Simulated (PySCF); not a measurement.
AgF, SMILES [Ag][F] (connectivity only; charge and spin as stated), charge -1, multiplicity 2.

Coordinates come from a r2SCAN-D4/def2-TZVPD optimisation. The spin state was assumed, not searched. The def2 effective core potentials stand for the cores of Ag; spin–orbit coupling is left out.

The numbers are results of PySCF with PBE/def2-TZVPD, not measurements.

Isolated molecule, no solvent. A positive occupied level means that this level leaves the electron formally unbound; only the finite basis holds it.

The total energy comes out as -246.84204 hartree. The point group comes out as C∞v. The α spin, highest occupied and lowest empty level comes out as 1.12 and 3.76 eV, the β spin, highest occupied and lowest empty level comes out as -0.48 and 1.95 eV and the dipole moment about the centre of nuclear charge comes out as 2.27 D. The mean static polarisability is 86.4 bohr³ (12.80 Å³), the polarisability, principal values is 85.3, 85.3, 88.5 bohr³ and the ⟨S²⟩ is 0.752 (pure state 0.75).
